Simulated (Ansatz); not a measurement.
Consider the hydrogenolysis of the Si–Cl bond: `BCC[SiH2]Cl` + H₂ → `BCC[SiH3]` + HCl.

Isolated molecules relaxed with PBE0-D4/def2-TZVP in Ansatz; ΔE leaves out vibrations. CCSD(T)/CBS is the MP2 limit (def2-TZVPP, def2-QZVPP) plus CCSD(T) − MP2 in def2-TZVPP, frozen cores. This one scheme is used for every species. DFT in def2-TZVPP. B3LYP here is the variant with VWN-RPA as its local correlation; programs differ in this. One conformer a species, not always the lowest.

| level | ΔE (kJ/mol) |
| --- | --- |
| B3LYP-D4 | 84.0 |
| ωB97X-V | 84.3 |
| ωB97M-V | 85.8 |
| B2PLYP | 80.1 |
| r2SCAN | 85.4 |
| HF/def2-TZVPP | 77.0 |
| SCS-MP2/def2-TZVPP | 81.0 |
| CCSD/def2-TZVPP | 75.0 |

What does CCSD(T)/CBS give? (Estimate.)

The calculation gave: +83.5 kJ/mol. The listed levels differ from it by 0.5, 0.8, 2.3, -3.4, 1.9, -6.5, -2.5, -8.5 kJ/mol.

Largest T1 diagnostic among the species: 0.011.

The D4 term adds +7.1 kJ/mol with B3LYP and +4.0 kJ/mol with PBE0; it sums over pairs of atoms, weighted by their polarisabilities, and B3LYP, whose exchange is more repulsive, gets the larger term.
